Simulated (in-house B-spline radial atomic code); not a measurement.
Whole-atom quantities along the 17-electron series, configuration [Ne] 3s2 3p5. Computed with a radial B-spline atomic code at the basis-set limit: non-relativistic Hartree-Fock, average of the configuration, point nuclei.

This level leaves out relativity, spin-orbit splitting included, which matters for heavy ions.

```tsv
ion	Z	E/Z² (Eh)	Σ<r²> (bohr²)	n(0)/Z³ (bohr⁻³)	Lamb diamagnetic shielding (ppm)	repulsion over attraction
Dy49+	66	-2.149	0.46742	0.71365	5303.01	0.050508
Ho50+	67	-2.1524	0.45171	0.71401	5387.82	0.049787
Er51+	68	-2.1557	0.43678	0.71437	5472.63	0.049087
Tm52+	69	-2.1589	0.42258	0.71472	5557.44	0.048405
Yb53+	70	-2.1621	0.40906	0.71506	5642.26	0.047742
Lu54+	71	-2.1651	0.39618	0.71538	5727.07	0.047097
Hf55+	72	-2.1681	0.38391	0.71571	5811.88	0.046469
Ta56+	73	?	?	?	?	?
W57+	74	-2.1738	0.361	0.71632	5981.5	0.045262
Re58+	75	-2.1766	0.35032	0.71662	6066.31	0.044681
Os59+	76	-2.1792	0.3401	0.71691	6151.12	0.044115
Ir60+	77	-2.1819	0.33032	0.71719	6235.93	0.043563
Pt61+	78	?	?	?	?	?
Au62+	79	?	?	?	?	?
Hg63+	80	-2.1893	0.30339	0.718	6490.36	0.041987
Tl64+	81	-2.1917	0.29515	0.71825	6575.17	0.041487
Pb65+	82	-2.194	0.28723	0.7185	6659.98	0.040998
Bi66+	83	-2.1963	0.27963	0.71875	6744.79	0.040521
```

(1) Fill in the row of Ta56+.

(2) Fill in the row of Pt61+.

(3) Fill in the row of Au62+.

(4) With what power of Z does the column «Σ<r²> (bohr²)» change over this range?

Results:

(1) E/Z² (Eh): -2.171; Σ<r²> (bohr²): 0.37219; n(0)/Z³ (bohr⁻³): 0.71602; Lamb diamagnetic shielding (ppm): 5896.69; repulsion over attraction: 0.045857.

(2) E/Z² (Eh): -2.1844; Σ<r²> (bohr²): 0.32096; n(0)/Z³ (bohr⁻³): 0.71746; Lamb diamagnetic shielding (ppm): 6320.74; repulsion over attraction: 0.043025.

(3) E/Z² (Eh): -2.1869; Σ<r²> (bohr²): 0.31199; n(0)/Z³ (bohr⁻³): 0.71773; Lamb diamagnetic shielding (ppm): 6405.55; repulsion over attraction: 0.0425.

(4) A fit of the logarithm of its size against log Z from Z = 66 to 83 has slope -2.24. Unscreened non-relativistic hydrogenic orbitals would give -2.
